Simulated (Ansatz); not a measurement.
C3H6ClFSi can be A, `F/C(=C/Cl)C[SiH3]`, or B, `C=C[Si](C)(F)Cl`.

Calculated with Ansatz (gas phase, PBE0-D4/def2-TZVP geometries, no zero-point term in ΔE). CCSD(T)/CBS adds triple-zeta CCSD(T) − MP2 to the extrapolated MP2 energy (def2 sets, frozen cores). Functionals use def2-TZVPP. B3LYP here is the variant with VWN-RPA as its local correlation; programs differ in this. One conformer a species, not always the lowest.

A:

Z-matrix (Å, degrees):
```
C
Si 1 1.895
C 1 1.474 2 112.4
H 1 1.094 2 108.9 3 121.2
H 1 1.092 2 108.1 3 -121.4
H 2 1.484 1 110.2 3 -57.8
H 2 1.484 1 109.3 3 62.6
H 2 1.486 1 108.9 3 -177.7
C 3 1.327 1 129.6 2 -100.0
F 3 1.345 1 113.5 2 78.3
Cl 9 1.714 3 122.4 1 -1.2
H 9 1.080 3 121.9 1 178.6
```

B:

```xyz
12

C    -1.426    1.079   -0.768
C    -1.415   -0.088   -0.128
Si    0.133   -0.856    0.515
C     1.663    0.133    0.217
F    -0.030   -1.099    2.084
Cl    0.338   -2.721   -0.320
H    -0.518    1.648   -0.944
H    -2.342    1.521   -1.148
H    -2.357   -0.614    0.014
H     1.591    1.112    0.696
H     2.526   -0.390    0.635
H     1.837    0.275   -0.852
```

(1) Which is lower in electronic energy at CCSD(T)/CBS, and by how much? (Estimate.)

(2) Give E(B) − E(A) in kcal/mol with PBE-D4, MP2/def2-TZVPP, HF/def2-TZVPP, CCSD(T)/def2-TZVPP, B3LYP, PBE0-D4, r2SCAN-D4. (An estimate is asked.)

Largest T1 diagnostic: 0.012.

Answers

(1) Computed: B, by 102.2 kcal/mol.

(2) Ansatz gave: PBE-D4 -92.8, MP2/def2-TZVPP -103.0, HF/def2-TZVPP -103.9, CCSD(T)/def2-TZVPP -100.0, B3LYP -97.7, PBE0-D4 -96.2, r2SCAN-D4 -98.9. None reverses the order clearly.

From PBE to PBE0 (25 % exact exchange), in def2-TZVPP and without D4, E(B) − E(A) moves by −3.5 kcal/mol. In def2-TZVPP, CCSD(T) changes the Hartree–Fock value by +3.8 kcal/mol (the triples alone add +1.1 kcal/mol) and MP2 by +0.8 kcal/mol.
